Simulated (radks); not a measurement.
Question: Neutral strontium is in [Kr] 5s2. Method: scalar-relativistic Kohn-Sham, PBEsol, spin-polarised, spherical densities, finite nucleus; Fermi nuclear charge, rms radius of each element as measured or else 0.836 A^(1/3) + 0.57 fm; computed with a radial shooting solver on a logarithmic mesh with Libxc functionals. Open shells are filled with parallel spins first. One electron is removed from 4s, 4p, 5s, 3d in turn, with full relaxation. Which removal costs least, and what does each cost?

Answer: 5s 5.666 eV; 4p 28.047 eV; 4s 46.697 eV; 3d 141.78 eV. The 5s electron leaves first.
